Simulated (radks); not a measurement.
The numbers below are computed, except where a source is named.
All-electron atom: the fluorine ion F2+ in [He] 2s1.75 2p3 3d0.25 (fractional occupations, a model configuration). Level of theory: scalar-relativistic Kohn-Sham, PBE, spin-polarised, spherical densities, finite nucleus; open shells are filled with parallel spins first; Fermi nuclear charge, rms radius 2.8976 fm (a radial shooting solver on a logarithmic mesh with Libxc functionals).

Unscreened Slater integrals over Kohn-Sham orbitals (eV). They are taken over the spin-up orbitals. Empty in this configuration: 3s.

integral       value
F0(3d,3d)     6.8005
F2(3d,3d)     3.4167
F4(3d,3d)     2.1886
F0(3d,2p)     9.0093
F2(3d,2p)     1.4482
G1(3d,2p)    0.91625
G3(3d,2p)    0.51525
F0(3d,2s)     9.0119
G2(3d,2s)    0.66827
F0(3d,1s)     9.0922
G2(3d,1s)  0.0034831
F0(3d,3s)     7.5505
G2(3d,3s)     3.5101
F0(2p,2p)     28.834
F2(2p,2p)     13.326
F0(2p,2s)     27.959
G1(2p,2s)     16.921
F0(2p,1s)     40.504
G1(2p,1s)     5.1108
F0(2p,3s)     11.352
G1(2p,3s)    0.94437
F0(2s,2s)     27.418
F0(2s,1s)     38.687
G0(2s,1s)     3.1065
F0(2s,3s)     11.294
G0(2s,3s)    0.74001
F0(1s,1s)     145.32
F0(1s,3s)     12.558
G0(1s,3s)    0.37555
F0(3s,3s)     8.6312

Derived for the open shells (J is the average intra-shell exchange parameter used in DFT+U). 2p: J = F2/5 = 2.665 eV. 3d: Racah B = F2/49 - 5 F4/441 = 0.04491 eV, C = 35 F4/441 = 0.1737 eV, C/B = 3.87, F4/F2 = 0.641, J = (F2 + F4)/14 = 0.4004 eV.
